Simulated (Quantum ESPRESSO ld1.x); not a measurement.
The numbers below are computed, except where a source is named.
Problem. These are the eigenvalues of the occupied orbitals of an atom or ion with whole-number occupations (hartree). Level of theory: non-relativistic Kohn-Sham, LDA (Slater exchange, VWN5 correlation), spin-polarised, spherical densities, point nucleus (ld1.x of Quantum ESPRESSO 7.5).

| orbital | eigenvalue |
|---|---|
| 1s up | -88.2229 |
| 1s down | -88.2043 |
| 2s up | -8.12697 |
| 2s down | -8.10605 |
| 2p up | -6.18157 |
| 2p down | -6.15562 |
| 3s up | -1.05047 |
| 3s down | -0.93773 |
| 3p up | -0.65755 |

Which element is it, and in what charge state? The configuration may be excited. Open shells, if any, are filled with parallel spins first.

Solution. Z = 16, sulfur, charge +1: S+ in [Ne] 3s2 3p3. The list shows which subshells hold electrons but not how many an open one holds; the 1s level, -88.223 hartree, gives Z - s = 13.3 by -(Z - s)^2/2, which with screening narrows Z to a few neighbours, and the depths of the outer levels then fix element, charge and occupations together.
